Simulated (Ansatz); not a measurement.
Species: sum formula SiPH$_{4}$, charge -1, multiplicity 1. It need not be the lowest isomer of its formula. Whether it binds its extra electron was not tested at this geometry. 
Geometry from a B3LYP-D3(BJ)/def2-TZVP (Ansatz, a program for electronic structure) optimisation:
SMILES: [SiH3][PH-]
```xyz
6

Si    -0.9754     0.1096     0.1952
P      1.1345    -0.1886    -0.2861
H     -1.8218    -0.8234    -0.6279
H     -1.6242     1.4545    -0.0615
H     -1.4717    -0.1519     1.6026
H      1.5563     0.8159     0.6449
```
Charge -1, spin multiplicity 1.

Basis-set convergence of Hartree-Fock and CCSD(T) correlation energies (hartree) with Ansatz. Cores are frozen in the correlated levels unless marked. No spin-orbit coupling. No relativistic terms.

```json
[
 {"basis": "aug-cc-pV(D+d)Z", "functions": "100", "E(HF)": "-632.01061", "E(corr, CCSD(T))": "-0.31043", "rough core time": "under 20 s"},
 {"basis": "aug-cc-pV(T+d)Z", "functions": "202", "E(HF)": "[?]", "E(corr, CCSD(T))": "[?]", "rough core time": "28 s"}
]
```

Task: Fill in the missing entries.

Result: 
- aug-cc-pV(T+d)Z, E(HF): -632.03297
- aug-cc-pV(T+d)Z, E(corr, CCSD(T)): -0.36554
